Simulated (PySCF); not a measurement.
**Computed properties of Si(F)2(I)(OH) (F₂HIOSi), SMILES O[Si](F)(F)I**

F2HIOSi, SMILES O[Si](F)(F)I. Geometry: PBE0-D3(BJ)/def2-SVP. This is a generated structure with no PubChem entry under its InChIKey; it may be hypothetical. The def2 effective core potentials stand for the cores of I; spin–orbit coupling is left out. Other conformers were not sampled. All values are computed for the isolated molecule unless a solvent is named; none is compared with measurement here.

**Structure.** The optimised structure has Cs symmetry. All 12 harmonic modes at PBE0-D3(BJ)/def2-SVP (PySCF) are real, so it is a minimum. With heavy atoms numbered as in [OH:1][Si:2]([F:3])([F:4])[I:5], the shortest bond between them is Si2–F4 at 1.606 Å and the longest Si2–I5 at 2.391 Å.

**Vibrations.** The strongest infrared lines (harmonic, unscaled, degenerate partners summed) lie at 869 cm⁻¹ (275 km/mol, F 38 %, Si 30 %, H 23 %, O 9 %), 447 cm⁻¹ (171 km/mol, Si 55 %, F 22 %, H 12 %), 3913 cm⁻¹ (165 km/mol, H 94 %). The softest mode is at 117 cm⁻¹ and the zero-point energy is 13.4 kcal/mol.

**Electronic structure.** CAM-B3LYP/def2-TZVP (PySCF) places the frontier levels at -9.56 and 0.36 eV, a gap of 9.92 eV, and gives a dipole moment of 1.32 D and a mean polarisability of 52.8 bohr³. PBE/def2-TZVP (PySCF) at the same geometry gives -7.11 and -1.55 eV, so its gap is 4.36 eV narrower. An orbital gap is neither the optical nor the fundamental gap.

**Excitations.** TDA-M06-2X/def2-SVPD (PySCF) has S1 at 6.16 eV (201 nm, f = 0.012, weak); the most intense of the 10 singlets computed lies at 7.80 eV (f = 0.08). T1 (TDA) is at 5.71 eV, 0.45 eV under S1. TDA-PBE/def2-SVPD (PySCF) puts S1 at 5.56 eV. No vertical singlet excitation falls in the visible range (under 3.1 eV).
